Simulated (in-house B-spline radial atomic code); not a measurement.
A fraction x of an electron is removed from 2p in Ca VI (Ca5+), starting from [Ne] 3s2 3p3 and keeping the highest spin. Method: non-relativistic LDA PW92, spin-polarised, spherical fractional occupations, point nucleus. Calculated with a radial B-spline atomic code at the basis-set limit.

```json
{"x": "0", "E(x) - E(0) (eV)": "0.0000", "2p down level (eV)": "-414.974"}
{"x": "0.1", "E(x) - E(0) (eV)": "41.7707", "2p down level (eV)": "-420.444"}
{"x": "0.13", "E(x) - E(0) (eV)": "54.4087", "2p down level (eV)": "-422.090"}
{"x": "0.35", "E(x) - E(0) (eV)": "148.6009", "2p down level (eV)": "-434.221"}
{"x": "0.46", "E(x) - E(0) (eV)": "196.7009", "2p down level (eV)": "-440.328"}
{"x": "0.5", "E(x) - E(0) (eV)": "?", "2p down level (eV)": "?"}
{"x": "0.53", "E(x) - E(0) (eV)": "227.6603", "2p down level (eV)": "-444.228"}
{"x": "0.7", "E(x) - E(0) (eV)": "303.9869", "2p down level (eV)": "-453.742"}
{"x": "0.84", "E(x) - E(0) (eV)": "368.0619", "2p down level (eV)": "-461.621"}
{"x": "0.98", "E(x) - E(0) (eV)": "?", "2p down level (eV)": "?"}
{"x": "1", "E(x) - E(0) (eV)": "442.6446", "2p down level (eV)": "-470.672"}
```

Problem. What belongs in the row x = 0.5?

Solution. An energy change of 214.3585 eV; 2p down at -442.555 eV.

Problem. What belongs in the row x = 0.98?

Solution. An energy change of 433.2425 eV; 2p down at -469.538 eV.

Problem. Check Janak's theorem between x = 0.1 and 0.13.

Solution. The slope of the energy is 421.27 eV; the orbital levels give 421.27 eV (-ε of the emptying orbital, averaged over the two points).
